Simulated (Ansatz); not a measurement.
C6H12O2 (`CC(=O)OC(C)(C)C`), charge 0, multiplicity 1.

Q: Give a relaxed structure at PBE0-D4/def2-TZVP (Ansatz). (Best estimate.)

A: Ansatz gave: 
```xyz
20

C     0.628    1.684   -2.363
C     0.834    1.026   -1.030
O     1.823    1.150   -0.356
O    -0.233    0.290   -0.708
C    -0.292   -0.461    0.540
C     0.810   -1.506    0.576
C    -1.654   -1.126    0.471
C    -0.222    0.486    1.726
H     1.496    2.293   -2.606
H     0.479    0.924   -3.132
H    -0.271    2.303   -2.339
H     0.764   -2.136   -0.315
H     1.794   -1.045    0.636
H     0.670   -2.147    1.450
H    -1.821   -1.728    1.366
H    -1.720   -1.777   -0.403
H    -2.445   -0.376    0.404
H    -0.402   -0.075    2.646
H    -0.993    1.255    1.643
H     0.753    0.966    1.794
```
Point group Cs.
This is one stationary point; other conformers may exist.
